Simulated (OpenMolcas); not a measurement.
Mo3+ with 6 ligands (chloride) in octahedral coordination (Oh) at 2.45 Å. A charge of +0.5 e stands 2.6 Å behind each ligand. Ligand basis ANO-RCC-VDZP.

- Program: OpenMolcas
- Method: SS-CASPT2, IPEA 0.25 Eh, imaginary shift 0.1 Eh (closed shells correlated: 4s 4p and the ligand valence shells)
- Basis: ANO-RCC-VTZP [7s6p4d2f1g]
- Scalar Hamiltonian: DKH2, point nucleus
- Active space: 3 electrons in 5 orbitals (4d)
- State averaging: 2S+1 = 4 even, 10 roots; 2S+1 = 2 even, 40 roots
- Spin-orbit coupling: state interaction with AMFI integrals over the reference wave functions

What is the spin-free ground state (labels of O, the rotations of Oh)?

4A2, 1-fold in its orbital part; it has the highest spin that d3 allows.

Where is the first state of the same spin?

4T2 at 19200 cm-1 above the ground state.

What are the lowest two levels with spin-orbit coupling?

A 4-fold level Γ8, then a 4-fold level Γ8 9230 cm-1 above it. Their leading multiplicities are 4 (100 %) and 2 (100 %).

What is χT at 300 K, and how does it compare with the textbook value?

The lowest level has 2S+1 = 4, for which the spin-only value is χT = S(S+1) / 2 = 1.875 cm3 K/mol (g = 2). The computed 1.758 at 300 K differs by -0.117, through orbital momentum, spin-orbit coupling and any other state in reach.

Which ligand-field parameters describe the states?

A least-squares ligand-field fit to the states below 45000 cm-1, each weighted by its degeneracy and with a free common offset, gives 10Dq = 18666 cm-1, B = 475 cm-1 and C = 1779 cm-1 (C/B = 3.74), with an rms deviation of 469 cm-1. The same method and metal basis give the free ion B = 671 cm-1 (fit to its terms below 60000 cm-1, rms deviation 271 cm-1), so the nephelauxetic ratio is β = 475 / 671 = 0.71; it hangs on how both fits weigh the states, and computed free-ion B values tend to be too large, so β mixes covalency with correlation.

Roots that are degenerate in the reference are averaged as groups; the widest CASPT2 spread within a group is 190 cm-1 (the 3-fold group of multiplicity 2 near 27900 cm-1 above the lowest state of its run). Shifts and gaps below about the spread of the groups concerned are not significant. Over all roots computed the reference weight is 0.65 to 0.66; a low but even weight reflects the number of correlated electrons. The least metal-like active orbital is 79 % on the metal (Löwdin) and no ligand orbital is active, so the numbers are rough. Ligand-to-metal charge-transfer states are missing. With no ligand orbital active B as a rule stays too high, so bands that hang on it stand too high and its fall with covalency is understated. With one d shell and no ligand orbital active, 10Dq can be off by a tenth or more. No measured value stands beside these numbers; the geometry is a model, was not optimised and need not be the one that this ion takes.
